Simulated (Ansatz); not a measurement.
A nudged elastic band was laid between two geometries of B2FH3O2 (8 atoms, charge 0, multiplicity 1).

These are results of RKS PBE-D4/def2-SVP (Ansatz 0.2.0), not measurements.

| Item | Value |
| --- | --- |
| movable images | 7 |
| climbing image | yes |
| spring | 5.0 eV/Å² |
| optimiser | quadratic models (default) |
| start path | through a guess of the saddle point |
| force threshold | 0.05 eV/Å |
| iteration limit | 60 |
| end points | relaxed |

Initial state:

```xyz
8
Properties=species:S:1:pos:R:3
O 1.166 0.952 0.971
B -0.135 0.620 0.755
O -0.401 -0.503 0.020
B -0.276 -1.187 -1.134
F -0.010 -0.535 -2.272
H 1.249 1.738 1.540
H -1.066 1.248 1.229
H -0.434 -2.390 -1.164
```

Final state:

```xyz
8
Properties=species:S:1:pos:R:3
O 1.106 0.689 0.969
B -0.215 0.724 0.644
O -0.624 0.109 -0.515
B -0.230 -1.012 -1.172
F -0.560 -1.123 -2.459
H 1.290 1.172 1.792
H -1.045 1.306 1.319
H 0.371 -1.921 -0.633
```

(1) What changes between the two ends?

(2) Give the energies along the band, and the barrier.

(3) What is the geometry of the highest image?

## Answers

(1) No bond is made or broken. The dihedral B2–O3–B4–F5 goes from -22 to -161°.

(2) It converged. The highest image is number 2 of 0 to 8, 5.8 kJ/mol above the first end and 8.7 kJ/mol above the last; the last end lies 2.9 kJ/mol below the first. The profile has 2 maxima (images 2, 7) with wells between them (image 6): this band takes more than one step, which may be the mechanism or a detour left from its start path. The dihedral B2–O3–B4–F5 jumps by 127° between images 4 and 5, so the path isn't resolved there. A vibrational analysis at the climbing image gives one clearly imaginary mode, 88i cm⁻¹: a first-order saddle point.

```tsv
image	path coordinate (Å)	energy (kJ/mol)	dihedral B2–O3–B4–F5 (°)
0	0.00	0.0	-22
1	0.88	2.2	-18
2	1.75	5.8	0
3	2.74	1.6	22
4	3.73	0.0	22
5	4.72	-1.3	150
6	5.71	-2.6	165
7	6.70	-0.3	-178
8	7.69	-2.9	-161
```

(3) 
```xyz
8
Properties=species:S:1:pos:R:3
O 1.071 0.935 0.687
B -0.244 0.601 0.761
O -0.775 -0.335 -0.106
B -0.272 -1.091 -1.123
F 1.011 -1.020 -1.481
H 1.307 1.603 1.354
H -0.999 1.100 1.578
H -1.006 -1.850 -1.724
```

Time of the run: 9.9 min on 1 CPU thread of a shared host.
